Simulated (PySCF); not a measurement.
# Be (beryllium, neutral) across methods

[He] 2s2, closed-shell 1S. Calculation: PySCF 2.14, in aug-cc-pVQZ-DK; the spin-free X2C one-electron Hamiltonian (Gaussian nucleus).

| method | E (hartree) | mean ε 1s (eV) | mean ε 2s (eV) | Σ⟨r²⟩ (bohr²) | ⟨S²⟩ |
| --- | --- | --- | --- | --- | --- |
| r2SCAN | -14.6512 | -108.60 | -5.742 | 16.91 | 0.000 |
| UHF | -14.57548 | -128.80 | -8.417 | 17.32 | 0.000 |
| BLYP | -14.6631 | -106.48 | -5.467 | 16.87 | 0.000 |
| HSE06 | -14.6411 | -111.53 | -6.094 | 16.75 | 0.000 |
| LDA | -14.4490 | -104.87 | -5.598 | 17.01 | 0.000 |
| PBE | -14.6317 | -106.11 | -5.610 | 16.78 | 0.000 |
| M06 | -14.6634 | -112.10 | -6.309 | 16.65 | 0.000 |
| PBE0 | -14.6387 | -111.93 | -6.495 | 16.74 | 0.000 |
| BP86 | -14.6614 | -106.36 | -5.704 | 16.76 | 0.000 |
